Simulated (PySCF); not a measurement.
Compound: ClH6PSi2.
Geometry (PBE0-D3(BJ)/def2-SVP, Å), atoms numbered from 1 in this order:
```
atom  x, y, z in Å
Si1   -0.7757    1.7371    0.6290
Si2    0.8958    3.2834    0.0881
P3     2.9834    2.4164    0.2084
Cl4    0.7994    4.8193    1.4910
H5    -0.5047    1.2422    2.0131
H6    -0.7081    0.5854   -0.3241
H7    -2.1392    2.3455    0.5745
H8     0.7122    3.8741   -1.2710
H9     2.7097    1.7600    1.4490
H10    2.6214    1.2741   -0.5760
```

The calculation used EOM-IP-CCSD/aug-cc-pVDZ in PySCF, restricted Hartree–Fock reference, frozen core, non-relativistic, gas phase, PBE0-D3(BJ)/def2-SVP geometry.

The vertical ionisation energies are 9.43, 10.74, 11.10, 12.24, 12.46, 12.58, 12.80, 13.08 eV.

Q: Which Hartree–Fock orbital leads each hole, and what is its Koopmans value −ε?

A: 
| leading hole (HF orbital) | Koopmans (eV) | EOM-IP-CCSD (eV) | change (eV) | one-hole share |
| --- | --- | --- | --- | --- |
| HOMO | 9.92 | 9.43 | -0.49 | 0.95 |
| HOMO-1 | 11.56 | 10.74 | -0.82 | 0.95 |
| HOMO-2 | 11.89 | 11.10 | -0.79 | 0.95 |
| HOMO-3 | 13.19 | 12.24 | -0.95 | 0.94 |
| HOMO-4 | 13.32 | 12.46 | -0.86 | 0.94 |
| HOMO-5 | 13.53 | 12.58 | -0.95 | 0.94 |
| HOMO-6 | 13.70 | 12.80 | -0.90 | 0.94 |
| HOMO-7 | 14.03 | 13.08 | -0.95 | 0.94 |

Q: Does the order of the lines follow the orbital energies?

A: Yes, no two lines change places. The corrections run from -0.95 to -0.49 eV, with a mean of -0.84 eV over the 8 lines; no line lies above its Koopmans value.

Q: At what kinetic energies would He II light (40.81 eV) eject these electrons?

A: 31.38 eV (HOMO), 30.07 eV (HOMO-1), 29.71 eV (HOMO-2), 28.57 eV (HOMO-3), 28.35 eV (HOMO-4), 28.23 eV (HOMO-5), 28.01 eV (HOMO-6), 27.73 eV (HOMO-7).

Q: What total energy has the lowest final state, and which wavelength reaches it?

A: E(CCSD) + ionisation energy = -1382.21427 + 0.34647 = -1381.86780 Eh, at the geometry of the initial state. The threshold wavelength is 1239.84 eV nm/9.43 eV = 131.5 nm.

Lines less than 0.15 eV apart could change places at a higher level. One root was sought for each valence orbital with −ε under 21 eV, eight at most, so deeper holes and satellites are missing; no vibrational structure.

One conformer stands for the species.
